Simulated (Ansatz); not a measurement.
Input for Ansatz (a program for electronic structure): R-wB97M-V/def2-TZVPP on H2O2Se (SMILES O[Se]O), a point of a torsion scan.

Ansatz 0.2 input:
```yaml
crystal:
  periodic: [false, false, false]
  atoms:
    - {symbol: O, position_ang: [1.10197125, 0.49318184, -0.28027255]}
    - {symbol: Se, position_ang: [-0.19270578, -0.72277445, -0.68636881]}
    - {symbol: O, position_ang: [-1.47206754, -0.01770722, 0.30620772]}
    - {symbol: H, position_ang: [1.96202156, 0.07345491, -0.32112217]}
    - {symbol: H, position_ang: [-1.81450340, 0.78058795, -0.10942971]}
basis:
  gaussian:
    orbitals: def2-TZVPP
hamiltonian:
  xc: {name: wB97M-V}
scf: {lower_state_search: off}
```

Output:

```
WARN ansatz: RAYON_NUM_THREADS=1 ignored (pool sized by the plan → 1); use --threads N
Functional definition: wB97M-V
these checks for a lower state are left out or cut short: stability, starts, cluster_reference, orbital_swaps, neighbouring_geometries, increment
integrals: 0.07 GiB planned
815 factors; their error is unknown
integrals: 0.10 GiB planned
156 factors; integrals over basis functions are off by at most 2.4e-5 eV
mean field: 0.63 GiB planned
mean field evaluation 1: about -69466.7388 eV, gradient 5.8e1 eV
mean field evaluation 2: about -69463.8206 eV, gradient 7.2e1 eV
mean field evaluation 4: about -69472.0168 eV, gradient 1.0e0 eV
mean field evaluation 8: about -69472.0195 eV, gradient 5.2e-2 eV
mean field evaluation 16: about -69472.2594 eV, gradient 2.1e-4 eV
mean field -69472.25944698 eV, -2553.0584446879 hartree, gradient 9.1e-6 eV, S^2 0.000000; 0 other end points of the search recorded, 0 dependent functions left out
reference -69472.25948032 eV, -2553.0584459130 hartree; 26, 26 occupied and 112, 112 virtual orbitals, 815 factors
Total energy: -69472.25948032 eV, -2553.0584459130 hartree
Checks for a lower state left out: stability, starts, cluster_reference, orbital_swaps, neighbouring_geometries, increment
```

Self-consistency was reached.

Cost: very roughly 4 core-seconds.
